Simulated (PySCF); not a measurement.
SnH₄ + SiH₂ → SnH₂ + SiH₄

Level: PBE0 in the def2-TZVP basis family, computed in PySCF with density fitting; scalar-relativistic core potentials for atoms from Rb on, none lighter, no spin–orbit coupling; open shells unrestricted.

```tsv
species	state and structure	E (Eh)	ZPE (kJ/mol)	H(298 K) − H(0) (kJ/mol)	S° (J/(mol K))
SnH₄	singlet, Td, Sn–H 1.704 Å (×4)	-216.66474	68.3	11.3	228.6
SiH₂	singlet, C2v, Si–H 1.526 Å (×2); H–Si–H 91.1°	-290.48614	30.6	10.0	207.5
SnH₂	singlet, C2v, Sn–H 1.773 Å (×2); H–Sn–H 90.6°	-215.45814	25.5	10.1	229.6
SiH₄	singlet, Td, Si–H 1.485 Å (×4)	-291.75605	81.5	10.5	204.7
```

Q: What is the electronic reaction energy?

A: At PBE0/def2-TZVP, ΔE = -166.2 kJ/mol from the differences of the total energies times 2625.5, downhill. The heavier tin gives up the higher oxidation state, the inert-pair effect.

Q: Add zero-point, thermal and entropy terms for 298.15 K and 1 bar.

A: ΔZPE = 8.1 and Δ[H(298) − H(0)] = -0.7 kJ/mol give ΔH° = -158.8 kJ/mol. ΔS° = -1.8 J/(mol K), so ΔG° = -158.8 − 298.15 × (-0.0018) = -158 kJ/mol.

The structures come from searches over a few start shapes, so lower isomers are not excluded.
